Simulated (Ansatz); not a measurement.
Pulling the pair apart

The pair of F⁻ (SMILES [F-], atom 1) and CH4 (SMILES C, atoms 2–6), both closed shells, in one local arrangement (a lower one may exist), relaxed at PBE0-D4/def2-TZVPD:

F1  (-1.065, 0.260, -2.181)
C2  (0.211, -0.051, 0.431)
H3  (-0.428, 0.360, 1.220)
H4  (1.171, 0.474, 0.452)
H5  (-0.277, 0.068, -0.568)
H6  (0.389, -1.110, 0.645)
(Å)

CH4 is shifted rigidly along the line between the mean atom positions of the two fragments (negative: closer). Counterpoise interaction energies in kcal/mol. Computed with Ansatz 0.2.0 (basis: def2-TZVPPD); correlated methods freeze the cores.

```json
{"shift (Å)": "-0.18", "MP2": "-5.03", "HF": "-2.82", "wB97M-V": "-6.21"}
{"shift (Å)": "-0.09", "MP2": "-5.83", "HF": "-3.96", "wB97M-V": "-6.91"}
{"shift (Å)": "0.00", "MP2": "-6.20", "HF": "-4.62", "wB97M-V": "-7.19"}
{"shift (Å)": "0.09", "MP2": "-6.29", "HF": "-4.94", "wB97M-V": "-7.18"}
{"shift (Å)": "0.22", "MP2": "-6.10", "HF": "-5.02", "wB97M-V": "-6.86"}
{"shift (Å)": "0.45", "MP2": "-5.31", "HF": "-4.57", "wB97M-V": "-5.87"}
{"shift (Å)": "0.90", "MP2": "-3.61", "HF": "-3.21", "wB97M-V": "-3.88"}
{"shift (Å)": "1.80", "MP2": "-1.55", "HF": "-1.40", "wB97M-V": "-1.62"}
```

(1) What does CCSD(T) give at these shifts? (An estimate is asked for; the value comes from the calculation.)

T1 diagnostic: at most 0.017.

Answers

(1) By the calculation: -5.38, -6.18, -6.54, -6.61, -6.40, -5.55, -3.74, -1.58 kcal/mol. For zero shift, CCSD(T) at an estimated basis limit (MP2 extrapolated from triple and quadruple zeta, plus CCSD(T) − MP2 in triple zeta) gives -7.17 kcal/mol. These are counterpoise interaction energies, counted from the two frozen fragments.

For scale, one of the runs: CCSD(T)/def2-TZVPPD, 145 basis functions, launched by `ansatz run in.yaml --threads 2 --pin off --events-out ev --progress --plain --max-ram 5222MiB`. Hardware: 2 CPU threads of an Intel Xeon Platinum 8488C, shared host. Wall time 7 s; peak host memory 0.66 GiB.
